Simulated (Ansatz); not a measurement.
Reaction (substitution at a C–C bond): `C=C(C)C(CC)CC` + `C[SiH2]O` → `CCO[SiH2]C` + `C=C(C)CCC`

Program: Ansatz. Geometries: PBE0-D4/def2-TZVP. ΔE: electronic, gas phase. CCSD(T)/CBS adds triple-zeta CCSD(T) − MP2 to the extrapolated MP2 energy (def2 sets, frozen cores). This one scheme is used for every species. Functionals use def2-TZVPP. B3LYP here is the variant with VWN-RPA as its local correlation; programs differ in this. Each species was taken in one conformer, which may not be the lowest.

(1) Is it downhill or uphill in electronic energy at CCSD(T)/CBS, and by how much? (Estimate.)

(2) What do these levels give: PBE-D4, B2PLYP, PBE, r2SCAN, PBE0, B3LYP, HF/def2-TZVPP, MP2/def2-TZVPP, HF/def2-QZVPP, MP2/def2-QZVPP, SCS-MP2/def2-QZVPP, HF/CBS(def2)? (An estimate is asked.)

Largest T1 diagnostic among the species: 0.010.

Answers

(1) Computed: Uphill: ΔE = +49.3 kJ/mol.

(2) Ansatz gave: PBE-D4 40.7, B2PLYP 35.7, PBE 32.3, r2SCAN 38.3, PBE0 35.4, B3LYP 24.0, HF/def2-TZVPP 18.1, MP2/def2-TZVPP 58.2, HF/def2-QZVPP 17.7, MP2/def2-QZVPP 58.7, SCS-MP2/def2-QZVPP 49.0, HF/CBS(def2) 17.7 kJ/mol.

In def2-TZVPP, CCSD(T) changes the Hartree–Fock value by +30.0 kJ/mol (the triples alone add +3.6 kJ/mol) and MP2 by +40.1 kJ/mol. From PBE to PBE0 (25 % exact exchange), in def2-TZVPP and without D4, ΔE moves by +3.1 kJ/mol.
